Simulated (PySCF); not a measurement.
**Working out the ionisation energy of Tc⁺**

Tc⁺ [Kr] 4d5 5s1 (7S) → Tc²⁺ [Kr] 4d5 (6S). Calculation: PySCF 2.14, in cc-pVTZ-PP with ECP28MDF (5s5p4d2f1g, 63 functions); scalar relativity through the core potential. Frozen: 4s2 4p6. Energies in hartree (1 hartree = 27.21139 eV):

| part | Tc⁺ (lower) | Tc²⁺ (upper) |
| --- | --- | --- |
| UHF | -79.645621 | -79.122458 |
| MP2 opposite-spin | 0.000000 | 0.000000 |
| MP2 same-spin | -0.080165 | -0.059101 |

Task: What does Hartree-Fock give?

Result: (-79.122458) − (-79.645621) = 0.523163 hartree = 14.236 eV.

Task: What do MP2 and SCS-MP2 (6/5 opposite-spin, 1/3 same-spin) give?

Result: The opposite-spin parts differ by 0.000 eV and the same-spin parts by 0.573 eV. MP2: 14.236 + (0.000) + (0.573) = 14.809 eV. SCS-MP2: 14.236 + 1.2 × (0.000) + (0.573)/3 = 14.427 eV.

Reference: 15.26 eV (semi-empirical (NIST evaluation); NIST Atomic Spectra Database, ionization energies).

What remains against the reference includes basis incompleteness, the frozen core and correlation beyond second order.
